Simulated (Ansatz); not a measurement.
Reaction 0.5 R1 + 0.5 R2 → P1, each structure at its B3LYP-D3(BJ)/def2-TZVP stationary point, reached from a drawn start (curvature not checked).
R1, SiF4 (SMILES F[Si](F)(F)F) (charge 0, multiplicity 1):
```xyz
5

Si     0.0000     0.0000     0.0000
F      0.9049     0.9049     0.9049
F      0.9049    -0.9049    -0.9049
F     -0.9049     0.9049    -0.9049
F     -0.9049    -0.9049     0.9049
```
R2, SiCl4 (SMILES Cl[Si](Cl)(Cl)Cl) (charge 0, multiplicity 1):
```xyz
5

Si     0.0000     0.0000     0.0000
Cl     1.1735     1.1735     1.1735
Cl     1.1735    -1.1735    -1.1735
Cl    -1.1735     1.1735    -1.1735
Cl    -1.1735    -1.1735     1.1735
```
P1: Cl2F2Si (SMILES F[Si](F)(Cl)Cl), charge 0, multiplicity 1.

P less R. No zero-point or thermal terms.

Frozen-core correlation throughout. CBS: X⁻³ extrapolation of the correlation energy, Hartree–Fock from the larger set.

Codes used: Ansatz (Gaussian orbitals). No computed number here is a measurement.

**Question.** Predict the reaction energy from CCSD(T)/CBS(cc-pV(T+d)Z, cc-pV(Q+d)Z).

**Answer.** 4 kJ/mol

**Question.** What reaction energy does MP2/cc-pV(Q+d)Z give?

**Answer.** 6 kJ/mol

**Question.** What is the computed reaction energy (wB97X-V/def2-TZVPP)?

**Answer.** 0 kJ/mol

Ansatz is a quantum-chemistry and plane-wave program.
